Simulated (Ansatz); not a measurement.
Start from `BCC(C)[SiH3]` and change one atom or group to get `BCC(O)[SiH3]`.

Ansatz, PBE0-D4/def2-TZVP geometries, multiplicity 1. Each molecule was computed in one conformer, which needn't be the lowest.

```tsv
property	`BCC(C)[SiH3]`
HOMO energy (PBE0/def2-TZVPP) / eV	-8.17
LUMO energy (PBE0/def2-TZVPP) / eV	-1.30
HOMO energy (B3LYP/def2-TZVPP) / eV	-7.98
LUMO energy (B3LYP/def2-TZVPP) / eV	-1.53
size of the dipole moment (PBE/def2-TZVPP) / D	1.24
HOMO energy (PBE/def2-TZVPP) / eV	-6.96
```

Q: What does the change do to each property? (An estimate is asked.)

A: Computed: 
| property | `BCC(O)[SiH3]` | shift |
| --- | --- | --- |
| HOMO energy (PBE0/def2-TZVPP) / eV | -7.37 | 0.80 |
| LUMO energy (PBE0/def2-TZVPP) / eV | -1.24 | 0.06 |
| HOMO energy (B3LYP/def2-TZVPP) / eV | -7.17 | 0.81 |
| LUMO energy (B3LYP/def2-TZVPP) / eV | -1.48 | 0.05 |
| size of the dipole moment (PBE/def2-TZVPP) / D | 1.22 | -0.02 |
| HOMO energy (PBE/def2-TZVPP) / eV | -5.96 | 1.00 |

With PBE0 the HOMO rises by 0.80 eV and the LUMO rises by 0.06 eV, so the gap narrows by about 0.74 eV. PBE moves the HOMO by 1.00 eV and ωB97M-V by 0.70 eV. Dipoles are sizes alone; their direction can turn.

Positive LUMOs are unbound, so they and the gaps depend on the basis.

B3LYP here is the variant with VWN-RPA as its local correlation; programs differ in this.
